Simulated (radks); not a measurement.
Ionisation of neutral fluorine, [He] 2s2 2p5, to [He] 2s2 2p4 as the strength of local exchange is varied. Calculated with a radial shooting solver on a logarithmic mesh with Libxc functionals: non-relativistic Kohn-Sham, Slater X-alpha exchange (alpha = 2/3 is LDA exchange), no correlation, spin-polarised, spherical densities, point nucleus; open shells are filled with parallel spins first.

| alpha | E(F) (hartree) | exchange (hartree) | IE (eV) | -e of the level emptied (eV) | <r> of it (bohr) |
|---|---|---|---|---|---|
| 0.619 | -97.83438 | -8.28139 | 15.543 | 8.228 (2p) | 1.159 |
| 0.667 | -98.47847 | -8.97668 | 16.264 | 8.874 (2p) | 1.144 |
| 0.758 | -99.71002 | -10.31544 | 17.676 | 10.154 (2p) | 1.116 |
| 0.848 | -100.94148 | -11.66592 | 19.131 | 11.492 (2p) | 1.091 |
| 0.849 | -100.95524 | -11.68107 | 19.148 | 11.508 (2p) | 1.091 |
| 0.994 | -102.96749 | -13.91232 | 21.615 | 13.810 (2p) | 1.053 |
| 1.036 | -103.55677 | -14.57125 | 22.357 | 14.510 (2p) | 1.043 |

NIST Atomic Spectra Database: 17.423 eV (measured). The Delta-SCF value meets it near alpha = 0.74. Open shells are spherical and high-spin; term and fine-structure splittings are not resolved.
